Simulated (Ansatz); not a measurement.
Relaxation of FGeH$_{6}$Si (9 atoms, charge 0, multiplicity 2), to a largest force component of 0.03 eV/Å in at most 50 steps.

Computed with UKS B3LYP-D4/def2-SVP (Ansatz 0.2.0).

```xyz
9
Properties=species:S:1:pos:R:3
H 0.345 -0.364 -0.437
Si 0.041 -1.511 -1.269
F -1.487 -1.979 -0.948
Ge -0.016 1.547 1.598
H 0.960 -2.639 -0.952
H 0.137 -1.155 -2.711
H -1.165 2.041 0.686
H -0.165 2.103 3.040
H 1.350 1.956 0.993
```

Q: Where does it end, and by what steps?

A: It converged. The force dipped under the threshold on the way, but the program's further checks kept it going. After 20 steps the energy has fallen by 0.112 eV; F3 moved furthest, 1.45 Å.

```json
{"step": "0", "energy less start (eV)": "0.0000", "largest force component (eV/Å)": "0.626", "accepted": "yes"}
{"step": "1", "energy less start (eV)": "-0.0207", "largest force component (eV/Å)": "0.187", "accepted": "yes"}
{"step": "2", "energy less start (eV)": "-0.0226", "largest force component (eV/Å)": "0.036", "accepted": "yes"}
{"step": "3", "energy less start (eV)": "-0.0232", "largest force component (eV/Å)": "0.026", "accepted": "yes"}
{"step": "4", "energy less start (eV)": "-0.0251", "largest force component (eV/Å)": "0.078", "accepted": "yes"}
{"step": "5", "energy less start (eV)": "-0.0267", "largest force component (eV/Å)": "0.399", "accepted": "yes"}
{"step": "6", "energy less start (eV)": "-0.0326", "largest force component (eV/Å)": "0.266", "accepted": "yes"}
{"step": "7", "energy less start (eV)": "-0.0411", "largest force component (eV/Å)": "0.133", "accepted": "yes"}
{"step": "8", "energy less start (eV)": "-0.0501", "largest force component (eV/Å)": "0.246", "accepted": "yes"}
{"step": "9", "energy less start (eV)": "-0.0624", "largest force component (eV/Å)": "0.414", "accepted": "yes"}
{"step": "10", "energy less start (eV)": "-0.0714", "largest force component (eV/Å)": "0.294", "accepted": "yes"}
{"step": "11", "energy less start (eV)": "-0.0785", "largest force component (eV/Å)": "0.082", "accepted": "yes"}
{"step": "12", "energy less start (eV)": "-0.0826", "largest force component (eV/Å)": "0.119", "accepted": "yes"}
{"step": "13", "energy less start (eV)": "-0.0861", "largest force component (eV/Å)": "0.271", "accepted": "yes"}
{"step": "14", "energy less start (eV)": "-0.0952", "largest force component (eV/Å)": "0.195", "accepted": "yes"}
{"step": "15", "energy less start (eV)": "-0.1040", "largest force component (eV/Å)": "0.197", "accepted": "yes"}
{"step": "16", "energy less start (eV)": "-0.1065", "largest force component (eV/Å)": "0.209", "accepted": "yes"}
{"step": "17", "energy less start (eV)": "-0.1112", "largest force component (eV/Å)": "0.030", "accepted": "yes"}
{"step": "18", "energy less start (eV)": "-0.1116", "largest force component (eV/Å)": "0.017", "accepted": "yes"}
{"step": "19", "energy less start (eV)": "-0.1119", "largest force component (eV/Å)": "0.028", "accepted": "yes"}
{"step": "20", "energy less start (eV)": "-0.1121", "largest force component (eV/Å)": "0.010", "accepted": "yes"}
```

```xyz
9
Properties=species:S:1:pos:R:3
H 1.471 -0.485 -1.307
Si 0.298 -1.397 -1.366
F -0.870 -0.794 -0.395
Ge -0.426 1.391 1.810
H 0.659 -2.753 -0.875
H -0.241 -1.470 -2.750
H -1.574 1.889 0.903
H -0.200 2.381 2.983
H 0.882 1.238 0.997
```

Whether the end is a true minimum wasn't checked by a vibrational analysis.

Run time: 63 s on 2 threads of AMD EPYC 7R43 64-Core Processor (Zen 3), with other jobs on the host, peak memory 0.28 GiB.
